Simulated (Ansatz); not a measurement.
# Strength of the C–H bond: B(CH3)2(NH2) → B(CH2)(CH3)(NH2) + H

Species: B(CH3)2(NH2), singlet; B(CH2)(CH3)(NH2), doublet; H atom, doublet. 

Shapes, held fixed at every level: PBE0-D4/def2-TZVP. Flexible molecules stand in one conformer, not always the lowest. Programs: Ansatz 0.2.0. The zero-point and thermal change to 298 K, harmonic and unscaled (PBE0-D4/def2-TZVP), is -28.4 kJ/mol.

```json
{"level": "HF/def2-SVP", "kind": "Hartree–Fock", "ΔH(298 K) (kJ/mol)": "+299.6", "less CCSD(T)/CBS estimate": "-110.6", "CPU time (sum over the molecules)": "–"}
{"level": "PBE-D4/def2-TZVPP", "kind": "GGA", "ΔH(298 K) (kJ/mol)": "+393.8", "less CCSD(T)/CBS estimate": "-16.4", "CPU time (sum over the molecules)": "20 s"}
{"level": "r2SCAN-D4/def2-TZVPP", "kind": "meta-GGA", "ΔH(298 K) (kJ/mol)": "+387.8", "less CCSD(T)/CBS estimate": "-22.4", "CPU time (sum over the molecules)": "34 s"}
{"level": "B3LYP-D4/def2-TZVPP", "kind": "global hybrid", "ΔH(298 K) (kJ/mol)": "+399.1", "less CCSD(T)/CBS estimate": "-11.1", "CPU time (sum over the molecules)": "30 s"}
{"level": "r2SCAN0-D4/def2-TZVPP", "kind": "global hybrid", "ΔH(298 K) (kJ/mol)": "+388.6", "less CCSD(T)/CBS estimate": "-21.6", "CPU time (sum over the molecules)": "36 s"}
{"level": "wB97M-V/def2-TZVPP", "kind": "range-separated hybrid", "ΔH(298 K) (kJ/mol)": "+407.4", "less CCSD(T)/CBS estimate": "-2.8", "CPU time (sum over the molecules)": "74 s"}
{"level": "CCSD(T)/def2-TZVPP", "kind": "coupled cluster or CI", "ΔH(298 K) (kJ/mol)": "+403.4", "less CCSD(T)/CBS estimate": "-6.8", "CPU time (sum over the molecules)": "66 min"}
{"level": "CCSD(T)/CBS estimate", "kind": "coupled cluster or CI", "ΔH(298 K) (kJ/mol)": "+410.2", "less CCSD(T)/CBS estimate": "0.0", "CPU time (sum over the molecules)": "68 min"}
```

The highest level, CCSD(T)/CBS estimate, gives ΔH(298 K) = +410.2 kJ/mol; the levels span +299.6 to +410.2. The column of differences is taken from that level and isn't an error. Hartree–Fock misses the correlation of the pair that is broken and comes out low. No measured value is set beside it here. Open shells run unrestricted unless RO is named. The CBS estimate extrapolates MP2 from def2-TZVPP and def2-QZVPP and adds CCSD(T) − MP2 in the triple-zeta set, cores frozen. Times are processor times on shared x86 and Arm servers, and rough.
